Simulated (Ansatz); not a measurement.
Na₂Cl₃: single points at one geometry.

```yaml
crystal:
  periodic: [false, false, false]
  atoms:
    - {symbol: Na, position_ang: [1.477683, 2.292638, -0.005931]}
    - {symbol: Na, position_ang: [-0.553863, -0.857911, 0.014888]}
    - {symbol: Cl, position_ang: [-1.971548, -2.981413, -0.176749]}
    - {symbol: Cl, position_ang: [-0.906457, 1.699020, 0.553473]}
    - {symbol: Cl, position_ang: [1.954175, -0.152335, -0.385682]}
basis:
  gaussian: {orbitals: def2-TZVP, initial_orbitals: start.molden}
magnetization: {spin_polarized: true, initial_magnetization: 1}
correlation: {method: mp2}
scf: {omitted_lower_state_checks: [starts]}
output: {orbitals: {seedname: orbitals}}
```

The file start.molden holds the orbitals of an earlier run on this structure, at another level or in another basis.

```sh
$ ansatz run in.yaml --threads 4 --pin off --events-out ev --progress --plain --max-ram 4787MiB
```

Output, abridged:

```
Functional definition: HF
1198 factors; integrals over basis functions are off by at most 6.5e-4 eV
mean field evaluation 1: about -46323.3975 eV, gradient 2.9e1 eV
mean field evaluation 2: about -46324.9020 eV, gradient 2.7e0 eV
mean field evaluation 4: about -46325.2321 eV, gradient 1.1e-1 eV
mean field evaluation 8: about -46325.2507 eV, gradient 1.8e-6 eV
mean field evaluation 16: about -46325.2507 eV, gradient 6.1e-9 eV
mean field -46325.25071834 eV, -1702.4215635161 hartree, gradient 4.6e-8 eV, S^2 0.759944; 0 other end points of the search recorded, 0 dependent functions left out
17 core orbitals not correlated: weight in the atoms' cores, before any rotation towards them, 1.000 or more for the frozen orbitals, at most 0.000 for the correlated occupied ones
reference -46325.25071834 eV, -1702.4215635161 hartree; 20, 19 occupied and 138, 139 virtual orbitals, 1198 factors
second order -24.00560877 eV of doubles, -0.00000000 eV of singles
Total energy: -46349.25632710 eV, -1703.3037533667 hartree
Checks for a lower state left out: starts
```

It took 6.5 s on 4 threads of Arm Neoverse V1 on a shared host.

First input, but with `hamiltonian: {xc: pbe, dispersion: d4}`, `output: {forces: true, orbitals: {seedname: orbitals}}` and without the key `correlation` (abridged; 8.5 s):

```
Functional definition: PBE
mean field -46384.50272840 eV, -1704.5990347235 hartree, gradient 1.3e-6 eV, S^2 0.751525
Total energy: -46384.61829461 eV, -1704.6032817033 hartree
Atom 0 force     0.035879     0.057048    -0.003065 eV/Å
Atom 1 force     0.021712     0.032634     0.003288 eV/Å
Atom 2 force    -0.058887    -0.087513    -0.006643 eV/Å
Atom 3 force    -0.043367     0.026500     0.017479 eV/Å
Atom 4 force     0.044663    -0.028670    -0.011060 eV/Å
Dipole moment:     0.844085     1.322809    -0.018744 e Å
Checks for a lower state left out: starts
```

The first input with `gaussian: {orbitals: def2-SVP, initial_orbitals: start.molden}`, `hamiltonian: {xc: pbe0, dispersion: d4}` and without the key `correlation` (abridged; 4.2 s):

```
Functional definition: PBE0
mean field -46372.07947923 eV, -1704.1424887375 hartree, gradient 2.8e-6 eV, S^2 0.752728
Total energy: -46372.18098529 eV, -1704.1462190162 hartree
Checks for a lower state left out: starts
```

As the first input, with `gaussian: {orbitals: def2-SVP, initial_orbitals: start.molden}`, `hamiltonian: {xc: pbe, dispersion: d4}` and without the key `correlation` (abridged; 4.1 s):

```
Functional definition: PBE
mean field -46368.44858923 eV, -1704.0090559908 hartree, gradient 2.4e-6 eV, S^2 0.750968
Total energy: -46368.56413642 eV, -1704.0133022718 hartree
Checks for a lower state left out: starts
```

Geometry: PBE-D4/def2-SVP.

Correlated methods freeze 17 core orbitals; core or outer-core shells of Na are correlated, in sets that lack core-valence functions. At PBE-D4/def2-TZVP, PBE-D4/def2-SVP the gap within one spin of the charge 0 doublet nearly closes, so an electron or hole may be smeared out by delocalisation error. Another isomer (doublet) lies 0.88 eV lower at PBE0-D4/def2-TZVP; other spin states weren't run for this one.
